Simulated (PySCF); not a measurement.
# C6H10GeOSi: core ionisation energies

C6H10GeOSi.
Atom-mapped SMILES: `[GeH3:1][O:2][SiH2:3][c:4]1[cH:5][cH:6][cH:7][cH:8][cH:9]1`

Computed with PySCF 2.14.0, delta-SCF UKS SCAN, pcX-2 on the ionised atom, pcseg-1 elsewhere, spin-free X2C. Binding energies are ΔSCF values: E(core-ionised, relaxed orbitals) − E(ground state) at a fixed geometry, referred to the vacuum level.

**Question.** What binding energy does each computed site have?

**Answer.** 
```tsv
atom(s)	environment	level	binding energy (eV)	2p1/2 (eV)	above the level's lowest (eV)	count
Si3	oxygen-bound silicon	Si 2p3/2	106.83	107.45	0.00	1
C4	substituted aromatic carbon	C 1s	289.71	–	0.00	1
C5/C9	aromatic CH carbon	C 1s	290.17	–	+0.46	2
C7	aromatic CH carbon	C 1s	290.21	–	+0.50	1
C6/C8	aromatic CH carbon	C 1s	290.21	–	+0.50	2
O2	oxygen bonded to Ge and Si	O 1s	537.19	–	0.00	1
Si3	oxygen-bound silicon	Si 1s	1846.79	–	0.00	1
```

Lowest listed C 1s: C4, bonded to 2 C (aromatic in the SMILES) and Si. Highest, 0.50 eV above it: C6/C8, bonded to 2 C (aromatic in the SMILES) and H. The widest gap between neighbouring values is 0.46 eV, between 289.71 and 290.17 eV. Summing the Pauling electronegativity differences to the bonded atoms, each weighted by its formal bond order, gives -0.65 for the lowest site and -0.35 for the highest; no listed site has a larger sum than the highest. The values 290.17, 290.21 and 290.21 eV lie too close for their order to be trusted.

**Question.** Which photon energy gives electrons from C 1s of C5/C9 a kinetic energy of 50 eV, and what is their de Broglie wavelength?

**Answer.** hν = 290.17 + 50 = 340.17 eV, recoil neglected; λ = 12.264 Å/√(E/eV) = 1.73 Å.

**Question.** What is the longest wavelength that can ionise C 1s of C5/C9 vertically?

**Answer.** λ = hc/E = 12398.42 eV Å / 290.17 eV = 42.728 Å.

One atom of each set of topologically equivalent atoms was ionised and stands for the set; in this conformer not all members are related by symmetry, and their own values weren't computed. 2p3/2 and 2p1/2 are the ΔSCF energy of one spin-free 2p hole plus the eigenvalues of a spin–orbit and ligand-field matrix of the shell. 2p1/2 minus 2p3/2 (ligand field included): Si 0.63 eV. No level of germanium is listed. Geometry: PBE0-D3(BJ)/def2-SVP, one conformer, isolated molecule.

Hardware: an Arm Neoverse V1 with one thread (shared host). Cost: 3.1 min, 0.81 GiB resident at most.

Shape of the structure used: `[GeH3:1][O:2][SiH2:3][c:4]1[cH:5][cH:6][cH:7][cH:8][cH:9]1`: Ge1–O2–Si3–C4 -2°, O2–Si3–C4–C5 0°.
